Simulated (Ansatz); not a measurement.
A nudged elastic band was laid between two geometries of CH6Ge + H2 (10 atoms, charge 0, multiplicity 1).

Theory: RKS r2SCANh/def2-SVP in Ansatz 0.2.0.

* movable images: 4
* climbing image: no
* spring: 5.0 eV/Å²
* optimiser: quadratic models (default)
* start path: through a guess of the saddle point
* force threshold: 0.05 eV/Å
* iteration limit: 60
* end points: relaxed

Initial state:

```xyz
10
Properties=species:S:1:pos:R:3
Ge -0.148 0.341 0.188
C -0.202 0.424 2.135
H -1.241 0.454 2.489
H 0.289 -0.456 2.570
H 0.314 1.325 2.494
H 1.304 0.295 -0.308
H -0.835 1.573 -0.420
H -0.874 -0.916 -0.315
H 1.071 -2.867 0.789
H 1.562 -3.076 1.327
```

Final state:

```xyz
10
Properties=species:S:1:pos:R:3
Ge -0.072 -0.427 -0.838
C 0.319 -0.154 3.029
H -0.768 -0.151 2.891
H 0.553 -0.051 4.095
H 0.760 0.686 2.478
H 1.286 0.247 -0.622
H -1.171 0.417 -0.190
H -0.344 -0.551 -2.341
H -0.057 -1.822 -0.207
H 0.734 -1.097 2.654
```

(1) What changes between the two ends?

(2) Give the energies along the band, and the barrier.

(3) What is the geometry of the highest image?

The band took 10 iterations and of the order of 3 core-minutes.

Answers

(1) Bonds broken: Ge1–C2, H9–H10. Bonds formed: Ge1–H9, C2–H10. CH6Ge + H2 becomes CH4 + GeH4.

(2) The forces met the threshold. The highest image is number 2 of 0 to 5, 134.2 kJ/mol above the first end and 183.7 kJ/mol above the last; the last end lies 49.5 kJ/mol below the first. Neighbouring images differ by up to 1.7 eV, so the band resolves the path poorly. No image climbed, so the highest image needn't sit at the top of the path. A band with more images between the same ends climbed to 3.29 eV, so this one has probably stepped over the top. The orbitals stay closed-shell, which can raise the energy where a bond breaks towards radicals; this wasn't checked here.

| image | path coordinate (Å) | energy (kJ/mol) | Ge1–C2 (Å) | H9–H10 (Å) | Ge1–H9 (Å) |
| --- | --- | --- | --- | --- | --- |
| 0 | 0.00 | 0.0 | 1.95 | 0.76 | 3.48 |
| 1 | 1.26 | 7.2 | 1.96 | 0.76 | 3.02 |
| 2 | 2.51 | 134.2 | 2.08 | 0.78 | 2.22 |
| 3 | 3.77 | 128.4 | 2.65 | 1.51 | 1.63 |
| 4 | 5.03 | -39.2 | 3.39 | 2.10 | 1.53 |
| 5 | 6.28 | -49.5 | 3.90 | 3.06 | 1.53 |

(3) 
```xyz
10
Properties=species:S:1:pos:R:3:forces:R:3
Ge 0.015 -0.077 0.119 -0.16 0.75 0.66
C 0.033 0.074 2.191 -0.23 0.36 -0.54
H -1.005 0.036 2.550 -0.09 0.18 -0.08
H 0.628 -0.510 2.930 -0.01 -0.19 -0.86
H 0.404 1.098 2.272 -0.16 0.40 0.20
H 1.439 0.129 -0.436 -0.08 -0.01 0.21
H -0.833 1.171 -0.060 -0.14 0.63 -0.37
H -0.654 -1.095 -0.873 0.13 -0.03 0.87
H 0.629 -2.096 0.814 0.35 -0.65 0.59
H 0.583 -1.634 1.442 0.39 -1.44 -0.70
```

Run time: 100 s on 2 threads of Arm Neoverse V1, on a shared host, peak memory 0.18 GiB.
